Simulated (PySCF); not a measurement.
C2H5FSi2, SMILES C(#C)[Si@@H](F)[SiH3].

Coordinates come from a B3LYP-D3(BJ)/def2-SVP optimisation. The structure was generated by enumeration; whether it is a known compound was not checked.

Two levels are set side by side: TDA-PBE/def2-SVPD (PySCF) and TDA-ωB97X/def2-SVPD (PySCF). Vertical, same geometry. The lowest singlet is HOMO→LUMO 97 % with PBE and HOMO→LUMO 69 %, HOMO−2→LUMO 12 % with the other functional; states are paired by order. Differences are taken from unrounded values.

```
quantity                               TDA-ωB97X  TDA-PBE  TDA-PBE minus TDA-ωB97X
-------------------------------------  ---------  -------  -----------------------
lowest singlet excitation (eV)              5.63     5.06                    -0.57
lowest triplet excitation (TDA) (eV)        4.88     4.59                    -0.29
first bright state (f over 0.05) (eV)       7.52     6.47                    -1.05
its oscillator strength                     0.09     0.22                     0.13
```

Functionals without exact exchange tend to place singlet excitations lower, as here. Differences between two approximate levels are no errors against the true value.

Rough cost on one machine, each run with all the roots and properties that it gave: TDA-ωB97X against TDA-PBE about 5 times.
